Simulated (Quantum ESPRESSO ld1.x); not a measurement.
The numbers below are computed, except where a source is named.
Task: Radial electron density D(r) = 4 pi r^2 rho(r) of an atom or ion with 24 electrons. Level of theory: scalar-relativistic Kohn-Sham, LDA (Slater exchange, VWN5 correlation), spin-polarised, spherical densities, point nucleus (ld1.x of Quantum ESPRESSO 7.5).

r (bohr),D(r) (e/bohr),spin D(r)
0.003317,8.880,-0.000485
0.003681,10.45,-0.000570
0.004117,12.39,-0.000674
0.004605,14.63,-0.000795
0.005151,17.18,-0.000931
0.005761,20.06,-0.00108
0.006444,23.27,-0.00125
0.007207,26.79,-0.00144
0.007997,30.31,-0.00162
0.008945,34.32,-0.00183
0.01001,38.47,-0.00204
0.01119,42.65,-0.00224
0.01252,46.71,-0.00241
0.014,50.46,-0.00255
0.01566,53.72,-0.00261
0.01738,56.12,-0.00255
0.01944,57.89,-0.00228
0.02174,58.69,-0.00165
0.02432,58.47,-0.000378
0.0272,57.34,0.00200
0.03042,55.53,0.00630
0.03403,53.43,0.0140
0.03775,51.66,0.0262
0.04223,50.48,0.0483
0.04723,50.57,0.0859
0.05283,52.28,0.148
0.05909,55.65,0.249
0.0661,60.29,0.408
0.07393,65.41,0.652
0.08203,69.60,0.985
0.09175,72.36,1.50
0.1026,72.34,2.21
0.1148,69.11,3.17
0.1284,63.08,4.38
0.1436,55.51,5.86
0.1606,48.21,7.54
0.1782,43.25,9.17
0.1994,40.95,10.8
0.223,41.77,12.2
0.2494,44.45,13.0
0.279,46.89,13.0
0.312,47.02,12.3
0.349,43.65,10.7
0.3873,37.48,8.82
0.4332,28.77,6.57
0.4845,19.73,4.45
0.5419,11.97,2.71
0.6061,6.353,1.47
0.678,2.914,0.696
0.7583,1.139,0.285
0.8414,0.4068,0.108
0.9412,0.1115,0.0316
1.053,0.02473,0.00758
1.177,0.004343,0.00145

What is the nuclear charge?

Result: Z = 46. The innermost maximum, from 1s, lies near gamma/Z bohr with gamma = sqrt(1 - (Z/c)^2) = 0.942, here 0.0205 bohr (found: 0.0224), and its height grows with Z. The density is that of the palladium ion Pd22+ in [Ar] 3d6; the configuration itself is not fixed sharply by these data, and Z only to a few units. D(r) has 3 maxima, at r = 0.0224, 0.0970, 0.297 bohr, and minima at 0.0443, 0.204 bohr, inside which lie 2.01, 11.14 electrons.
